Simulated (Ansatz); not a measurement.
A nudged elastic band was laid between two geometries of CH$_{8}$GeInP (12 atoms, charge 0, multiplicity 1).

Method: RKS PBE-D4/def2-SVP (Ansatz).

```json
{"movable images": "7", "climbing image": "yes", "spring": "5.0 eV/Å²", "optimiser": "quadratic models (default)", "start path": "through a guess of the saddle point", "force threshold": "0.05 eV/Å", "iteration limit": "60", "end points": "relaxed"}
```

Image 0:

```xyz
12
Properties=species:S:1:pos:R:3
P -1.696 1.318 -2.101
In 0.638 0.850 -1.219
C 0.828 0.542 0.942
Ge 0.137 -1.209 1.510
H -2.274 0.301 -1.256
H -1.526 0.420 -3.216
H 2.019 0.857 -2.293
H 0.238 1.330 1.455
H 1.890 0.640 1.242
H -1.373 -1.320 1.162
H 0.886 -2.353 0.767
H 0.310 -1.431 3.041
```

Image 8:

```xyz
12
Properties=species:S:1:pos:R:3
P -1.785 0.428 -2.321
In 0.528 0.524 -1.280
C 0.659 0.477 0.904
Ge 0.310 -1.311 1.647
H -2.325 1.384 -1.387
H -1.464 1.436 -3.301
H 1.949 0.456 -2.301
H -0.096 1.177 1.319
H 1.668 0.814 1.217
H -1.136 -1.758 1.295
H 1.299 -2.352 1.046
H 0.470 -1.327 3.195
```

**Question.** Which bonds break or form, and what moves?

**Answer.** No bond is made or broken. The height of P1 over the plane of its neighbours goes from -0.90 to 0.90 Å.

**Question.** What energy profile does the band end with?

**Answer.** The run converged. The highest image is number 2 of 0 to 8, 13.6 kcal/mol above the first end and 13.5 kcal/mol above the last; the last end lies 0.1 kcal/mol above the first. A vibrational analysis at the climbing image gives one clearly imaginary mode, 467i cm⁻¹: a first-order saddle point.

| image | path coordinate (Å) | energy (kcal/mol) | height of P1 over the plane of its neighbours (Å) |
| --- | --- | --- | --- |
| 0 | 0.00 | 0.0 | -0.90 |
| 1 | 0.59 | 3.7 | -0.64 |
| 2 | 1.18 | 13.6 | -0.01 |
| 3 | 1.62 | 6.7 | 0.49 |
| 4 | 2.07 | 0.6 | 0.83 |
| 5 | 2.52 | 0.1 | 0.89 |
| 6 | 2.96 | 0.1 | 0.89 |
| 7 | 3.41 | 0.1 | 0.90 |
| 8 | 3.85 | 0.1 | 0.90 |

**Question.** What is the geometry of the highest image?

**Answer.** 
```xyz
12
Properties=species:S:1:pos:R:3:forces:R:3
P -1.421 0.658 -2.047 0.00 0.00 0.00
In 0.849 0.791 -1.182 0.00 0.00 0.00
C 0.923 0.504 0.972 -0.01 0.00 0.01
Ge 0.111 -1.194 1.549 0.00 0.01 0.00
H -2.600 0.414 -1.297 0.00 0.00 0.00
H -1.838 0.786 -3.396 0.00 0.00 0.00
H 2.034 1.065 -2.406 0.00 0.00 0.00
H 0.372 1.346 1.438 0.00 0.00 0.00
H 1.979 0.555 1.301 0.00 0.00 0.00
H -1.384 -1.229 1.136 0.00 0.00 0.00
H 0.840 -2.389 0.874 0.00 0.00 0.00
H 0.212 -1.363 3.093 0.00 0.00 0.00
```

**Question.** What are the harmonic wavenumbers there?

**Answer.** 467i, 20, 72, 97, 126, 263, 316, 354, 409, 422, 448, 474, 591, 627, 671, 814, 850, 859, 937, 953, 1013, 1324, 1762, 2055, 2076, 2085, 2435, 2474, 3009, 3085 cm⁻¹.

Run time: 15 min on 2 threads of Arm Neoverse N1, on a shared host, peak memory 0.2 GiB.
